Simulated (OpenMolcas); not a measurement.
**N+, P+, As+, Sb+, Bi+: ns2 np2 down the group**

| Item | Value |
| --- | --- |
| Program | OpenMolcas 26.06 |
| Method | CASSCF |
| Basis | ANO-R2 |
| Scalar Hamiltonian | X2C, finite nucleus |
| Spin-orbit coupling | state interaction with AMFI integrals over the reference wave functions, term energies averaged over their components |

Active space for each ion: 4 electrons in 4 orbitals (s p).

Computed levels in cm-1 above 3P0:

```json
{"Level": "3P1", "N+": "44.2", "P+": "145", "As+": "927", "Sb+": "2604", "Bi+": "11070"}
{"Level": "3P2", "N+": "131", "P+": "417", "As+": "2279", "Sb+": "5236", "Bi+": "15801"}
{"Level": "1D2", "N+": "17496", "P+": "11658", "As+": "12540", "Sb+": "14363", "Bi+": "30672"}
{"Level": "1S0", "N+": "30670", "P+": "20844", "As+": "22225", "Sb+": "23359", "Bi+": "40883"}
{"Level": "weight of 3P in the lowest level (%)", "N+": "100", "P+": "100", "As+": "99", "Sb+": "96", "Bi+": "85"}
```

Mixed levels, with the weight of the term that names them: Bi+ 3P2 (64 %), Bi+ 1D2 (64 %).

Measured, with the error of the calculation in %. Measured levels: N+, P+, As+, Sb+, Bi+ from NIST Handbook of Basic Atomic Spectroscopic Data.

```
Level             N+            P+            As+            Sb+            Bi+
  3P1    48.7 (-9.2)   165 (-12.0)   1063 (-12.8)   3055 (-14.8)  13325 (-16.9)
  3P2     131 (+0.4)   469 (-11.1)   2541 (-10.3)    5658 (-7.5)   17032 (-7.2)
  1D2  15316 (+14.2)  8882 (+31.3)  10096 (+24.2)  12790 (+12.3)   33939 (-9.6)
  1S0   32689 (-6.2)  21576 (-3.4)   22599 (-1.7)   23906 (-2.3)   44174 (-7.4)
```

The fine-structure level 3P2 changes by a factor of 121 from N+ to Bi+.

Without spin-orbit coupling 1D lies 17408, 11372, 10781, 9514, 9131 cm-1 above 3P in that order; the difference to the level 1D2, of either sign, comes from spin-orbit coupling, which also lowers the zero.

Without dynamic correlation excited terms often stand tens of per cent too high (terms of higher spin than the ground term too low), and those without a measured partner can miss by more than the paired ones (holds for N+; P+; As+). Computed and measured levels are paired by configuration, term and J; levels that our copy of the source lacks, or whose pairing is in doubt (as where it misses far off the trend of its configuration), stay unpaired and out of the deviations. Where the source uses jj or jK labels, the order within each J decides. Levels of configurations outside the active space are missing.
